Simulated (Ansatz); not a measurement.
Basis sets compared for Ga3Cl6⁺. The state is a singlet with charge 1. Geometry PBE-D4/def2-SVP. Ansatz on 4 threads of Intel Xeon 6975P-C on a shared host; times are rough, and most runs start from earlier orbitals.

Cartesian coordinates in Å:
```
Ga 0.0062 0.0075 1.8035
Ga -0.6171 -0.9966 -1.1191
Ga 0.6495 1.0611 -1.5726
Cl -1.5602 -2.5359 -2.2140
Cl 0.0366 0.0473 3.9046
Cl 1.5585 2.5249 -2.7864
Cl -1.9884 -0.0602 0.6387
Cl 1.0640 1.7470 0.7148
Cl 0.8511 -1.7951 0.6305
```

The structure comes from a short search, and lower isomers may exist.

| level | functions | energy (Eh) | HOMO (eV) | LUMO (eV) | wall time |
| --- | --- | --- | --- | --- | --- |
| PBE-D4/def2-SVP | 204 | -8532.3077 | -11.80 | -7.84 | 1.9 s |
| PBE0-D4/def2-SVP | 204 | -8532.6507 | -13.10 | -7.04 | 4.5 s |

Q: Estimate the rows for PBE-D4/def2-TZVP, PBE0-D4/def2-TZVP.

A: 
```tsv
level	functions	energy (Eh)	HOMO (eV)	LUMO (eV)	wall time
PBE-D4/def2-TZVP	366	-8533.9995	-11.77	-7.79	4.5 s
PBE0-D4/def2-TZVP	366	-8534.3330	-13.01	-6.95	19 s
```
